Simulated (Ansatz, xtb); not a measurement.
# C4H7GeN: which of two isomers lies lower

Structure a is `[GeH3][c]1ccc[nH]1`, a singlet and structure b is `[GeH3][c]1cc[nH]c1`, a singlet. Both are isolated molecules in the gas phase, relaxed with r2SCAN-D4/def2-SVP.

a (Å):

```xyz
13

C    -0.4403    0.2746   -0.6229
C     0.0595    1.0860   -1.6397
C    -0.7988    0.9648   -2.7654
C    -1.8067    0.0818   -2.4151
Ge    0.2491   -0.0138    1.1518
N    -1.5777   -0.3232   -1.1275
H     1.5147    0.8363    1.2986
H     0.5906   -1.4976    1.3822
H    -0.7792    0.3968    2.2220
H     0.9561    1.7015   -1.5674
H    -0.6959    1.4652   -3.7274
H    -2.6627   -0.2868   -2.9785
H    -2.1652   -0.9726   -0.6191
```

b (Å):

```xyz
13

C    -0.4220    0.2422   -0.6254
C    -0.5848    1.5185   -1.2557
C    -1.3200    1.3298   -2.4104
C    -1.0756   -0.6789   -1.4359
Ge    0.5029   -0.1702    1.0117
N    -1.6095   -0.0091   -2.5043
H     0.4025   -1.6830    1.2664
H     1.9879    0.2236    0.9287
H    -0.1159    0.5765    2.2063
H    -0.2019    2.4744   -0.8989
H    -1.6589    2.0343   -3.1683
H    -2.1401   -0.4363   -3.2533
H    -1.1976   -1.7561   -1.3294
```

Quicker runs give these differences E(b) − E(a): GFN2-xTB +0.93 kcal/mol; HF/STO-3G +0.32 kcal/mol (at GFN2-xTB geometries); r2SCAN-D4/def2-SVP//GFN2-xTB −0.12 kcal/mol.

**Question.** Estimate which is lower in electronic energy at CCSD(T)/def2-SVP + ΔMP2/def2-TZVPP, and by roughly how much.

**Answer.** Too close to call at this level: CCSD(T)/def2-SVP + ΔMP2/def2-TZVPP gives E(b) − E(a) = −0.62 kcal/mol.

How the difference moves with the method:

```tsv
level	geometry	E(b) − E(a) (kcal/mol)	departure from the last row (kcal/mol)	job, with rough time for the two
GFN2-xTB	GFN2-xTB	+0.93	+1.55	optimisation, 0.87 s
HF/STO-3G	GFN2-xTB	+0.32	+0.94	single point, 4.4 s
r2SCAN-D4/def2-SVP//GFN2-xTB	GFN2-xTB	−0.12	+0.50	single point, 18 s
r2SCAN-D4/def2-SVP	r2SCAN-D4/def2-SVP	−0.21	+0.41	optimisation, 6.4 min
HF/def2-SVP	r2SCAN-D4/def2-SVP	−0.94	−0.32	part of the CCSD(T) run
MP2/def2-SVP	r2SCAN-D4/def2-SVP	−0.62	0.00	part of the CCSD(T) run
CCSD(T)/def2-SVP	r2SCAN-D4/def2-SVP	−0.72	−0.10	single point
CCSD(T)/def2-SVP + ΔMP2/def2-TZVPP	r2SCAN-D4/def2-SVP	−0.62		single point, 4.2 min
```

As drawn, both hold the same kinds of bond in the same numbers.

The largest departure from CCSD(T)/def2-SVP + ΔMP2/def2-TZVPP is that of GFN2-xTB, 1.55 kcal/mol. The last row adds to CCSD(T) the change of the MP2 difference between the two basis sets, here +0.10 kcal/mol.

With thermal terms from frequencies at re-optimised GFN2-xTB minima (ideal gas, soft modes damped towards free rotors, one conformer each, 298.15 K, 1 atm): on the last row, ΔE + ΔZPE = −0.64, ΔH = −0.65, ΔG = −0.62 kcal/mol.

The correlated steps freeze 14 core orbitals; the filled d shell of Ge is correlated, in a basis made for valence electrons. Programs: Ansatz 0.2.0, xtb 6.7.1; the last row on 2 threads of Intel(R) Xeon(R) Processor @ 2.50GHz (Skylake/Cascade Lake) on a shared host.
